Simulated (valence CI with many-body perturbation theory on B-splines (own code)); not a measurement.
Valence orbitals of In²⁷⁺

Computed by valence CI with perturbative core correlation (CI+MBPT): four valence electrons over a frozen Dirac-Fock core [Ar], a basis of 9 s, 9 p, 10 d, 8 f, 5 g, 3 h, 1 i functions for each j, with the one-electron correlation potential Σ1, the two-electron term Σ2, the three-electron term Σ3, Breit, model QED; selected CI, second order for the rest (own B-spline code, finite nucleus).

No measured spectrum was set against this ion. As an estimate, large intervals hold to a few tenths of a per cent, small ones and those within an open d or f shell to about a per cent. Core correlation moves these levels by up to 8900 cm⁻¹, and in measured spectra 5 to 20 % of such shifts remained as error; rates that hang on mixing are uncertain with them. Only levels of the ground parity were solved; by the run's estimate the other parity begins above the list, which can be wrong where configurations are misplaced.

These are the spectroscopic orbitals of the CI (the correlating ones are not listed), shaped by the core and the other valence electrons. h is the expectation value of the core's Dirac-Fock operator, without the valence repulsion; Σ1 is computed up to l = 3 at one energy for each symmetry, that of its lowest orbital but kept below the first core excitation, so for empty shells it is not the orbital's own correlation shift; Breit and QED include the response of the core.

```
Orbital  h (hartree)  Σ1 (cm⁻¹)  Breit (cm⁻¹)  QED (cm⁻¹)  ⟨r⟩ (bohr)
  4s1/2      -37.818      -7325          2740        1985      0.6546
  5s1/2      -22.939      -2728          1314         964       1.078
  6s1/2      -15.408      -1350           718         533       1.611
  4p1/2       -36.21      -9195          4314        -105      0.6552
  5p1/2      -22.154      -3373          2126       -49.7       1.088
  6p1/2      -14.968      -1662          1183       -27.2       1.632
  4p3/2      -35.584      -8866          2716        95.2      0.6678
  5p3/2      -21.856      -3320          1340        48.6       1.104
  6p3/2      -14.803      -1648           777        27.6       1.651
  3d3/2      -63.759     -21705          5552        -576      0.2870
  4d3/2      -33.213      -8987          1925        -152      0.6481
  5d3/2      -20.728      -3518           943       -70.4       1.105
  3d5/2      -63.366     -21018          2517        -343      0.2896
  4d5/2      -33.077      -8816           925       -79.4      0.6513
  5d5/2      -20.662      -3442           449       -35.3       1.109
  4f5/2      -30.917     -18642           120       -81.1      0.5980
  5f5/2      -19.682      -7812          54.7       -40.2       1.072
  4f7/2      -30.876     -17113          -172       -55.9      0.5993
  5f7/2      -19.659      -7140         -75.0       -26.9       1.074
  5g7/2      -19.128                      6.5        -8.0      0.9732
  5g9/2      -19.118                    -17.6        -2.0      0.9739
```

Among the shells of the start configuration 3d4, Σ1 is largest in size for 3d3/2, where it is 0.16 % of h.

Lowest root of each symmetry, sizes in configuration state functions:

```json
{"J": "0", "Parity": "even", "Roots": "5", "Reference": "19", "Variational": "7160", "Second order": "25096", "Change by selected CI (cm⁻¹)": "-10000", "Change by second order (cm⁻¹)": "-1"}
{"J": "1", "Parity": "even", "Roots": "4", "Reference": "43", "Variational": "17032", "Second order": "30721", "Change by selected CI (cm⁻¹)": "-8623", "Change by second order (cm⁻¹)": "-2"}
{"J": "2", "Parity": "even", "Roots": "8", "Reference": "61", "Variational": "25267", "Second order": "74261", "Change by selected CI (cm⁻¹)": "-8275", "Change by second order (cm⁻¹)": "-4"}
{"J": "3", "Parity": "even", "Roots": "6", "Reference": "57", "Variational": "24224", "Second order": "57965", "Change by selected CI (cm⁻¹)": "-8537", "Change by second order (cm⁻¹)": "-13"}
{"J": "4", "Parity": "even", "Roots": "7", "Reference": "48", "Variational": "24877", "Second order": "58016", "Change by selected CI (cm⁻¹)": "-9616", "Change by second order (cm⁻¹)": "-16"}
{"J": "5", "Parity": "even", "Roots": "2", "Reference": "29", "Variational": "22461", "Second order": "10494", "Change by selected CI (cm⁻¹)": "-10351", "Change by second order (cm⁻¹)": "-8"}
{"J": "6", "Parity": "even", "Roots": "2", "Reference": "15", "Variational": "18876", "Second order": "7516", "Change by selected CI (cm⁻¹)": "-10541", "Change by second order (cm⁻¹)": "-6"}
```
